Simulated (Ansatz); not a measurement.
Molecule: C$_{4}$H$_{12}$Ta, net charge 0, doublet state. The spin state was set by rule; other spins were not relaxed. 
Geometry from a B3LYP-D3(BJ)/def2-TZVP (Ansatz, a quantum-chemistry and plane-wave program) optimisation:
```
Ta
C 1 2.1660
H 2 1.0963 1 110.91
H 2 1.0963 3 107.15 1 -121.18
H 2 1.0989 3 107.74 4 -115.70
C 1 2.1660 2 120.59 3 -59.47
H 6 1.0963 1 110.91 2 -59.47
H 6 1.0963 7 107.15 1 -121.18
H 6 1.0989 7 107.74 8 -115.70
C 1 2.1660 2 104.21 3 -175.83
H 10 1.0963 1 110.91 2 -56.89
H 10 1.0963 11 107.15 1 121.18
H 10 1.0989 11 107.74 12 115.70
C 1 2.1660 2 104.21 3 56.89
H 14 1.0963 1 110.91 2 56.89
H 14 1.0963 15 107.15 1 -121.18
H 14 1.0989 15 107.74 16 -115.70
```
Charge 0, spin multiplicity 2.

Computed values are from Ansatz. Cores are frozen in the correlated levels unless marked. Open shells are spin-unrestricted. Spin-orbit coupling is left out. Frozen are the shells of the preceding noble gas and the d and f shells that filled before the atom's block. In def2 rows, elements after Kr have scalar-relativistic effective core potentials. CBS(X,Y): correlation extrapolated as X^-3; Hartree-Fock from the larger set. [CCSD(T)-MP2]/basis is that difference in the basis named.

Problem. What is the T1 diagnostic at CCSD/def2-TZVPP?

Solution. 0.016.

Problem. What is the atomisation energy De at RI-MP2/CBS(def2-TZVPP,def2-QZVPP)+[CCSD(T)-MP2]/def2-TZVPP?

Solution. 6316.0 kJ/mol.

Problem. What is the dipole moment at CCSD(T)/def2-SVPD?

Solution. 0.00 D.

Problem. What is the total energy at RI-MP2/CBS(def2-TZVPP,def2-QZVPP)+[CCSD(T)-MP2]/def2-TZVPP?

Solution. -215.9582 Eh.
